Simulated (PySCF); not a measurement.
Atoms are numbered as in `[CH:1]#[C:2][CH2:3][C:4](=[CH2:5])/[CH:6]=[C:7](/[F:8])[SiH2:9][F:10]` (H(Xn): hydrogen on atom n). Ha(C5) is cis to C3; Hb(C5) is trans to C3.

[PySCF 2.14: coordinates at the GFN2-xTB level; shielding tensors at PBE0/pcSseg-1 (GIAO); averaged over atoms made equivalent by symmetry, fast rotation or ring inversion; no solvent model; non-relativistic Hamiltonian; a single conformation]

Referencing at the same level of theory: 13C (186.93 ppm), 1H (31.72 ppm), 29Si (349.16 ppm) against TMS; CFCl3 for 19F (170.95 ppm).

| atoms | nucleus | count | Hirshfeld charge | δ (ppm) |
| --- | --- | --- | --- | --- |
| Si9 | 29Si | 1 | 0.43 | -15.9 |
| C5 | 13C | 1 | -0.09 | ? |
| C4 | 13C | 1 | 0.02 | ? |
| H(C6) | 1H | 1 | 0.05 | 7.58 |
| H(Si9) | 1H | 2 | -0.07 | ? |
| F10 | 19F | 1 | -0.20 | -230.2 |
| Ha(C5) | 1H | 1 | 0.05 | 5.43 |
| Hb(C5) | 1H | 1 | 0.04 | 5.49 |
| C1 | 13C | 1 | -0.12 | 77.5 |
| C6 | 13C | 1 | -0.06 | ? |
| C3 | 13C | 1 | -0.05 | 30.4 |
| F8 | 19F | 1 | -0.10 | -117.3 |
| C2 | 13C | 1 | -0.04 | 86.0 |
| C7 | 13C | 1 | -0.01 | 170.5 |
| H(C1) | 1H | 1 | 0.09 | 1.56 |
| H(C3) | 1H | 2 | 0.06 | ? |

Problem. Fill in the missing shifts.

Solution. 
- C4: 145.1 ppm, fully substituted alkene carbon; the olefinic region
- C6: 137.8 ppm, alkene CH; as expected for a trigonal carbon in a double bond
- C5: 124.1 ppm, terminal =CH2 carbon; an sp2 carbon of a C=C bond
- H(Si9): 5.43 ppm, hydrogen on a silicon bonded to C, F
- H(C3): 3.17 ppm, hydrogen on an allylic sp3 CH2; allylic position

Shifts are as computed. Against solution values, carbons near 30 ppm lie about +3 ppm off and those near 130 ppm about +5 ppm. Of 1309 compounds with measured shifts, 239 miss one by over three times the rms of a fit or turn the order of signals round; such compounds aren't used in these exercises. Unscaled 19F shifts against computed CFCl3 carry errors that often reach 10 to 50 ppm.
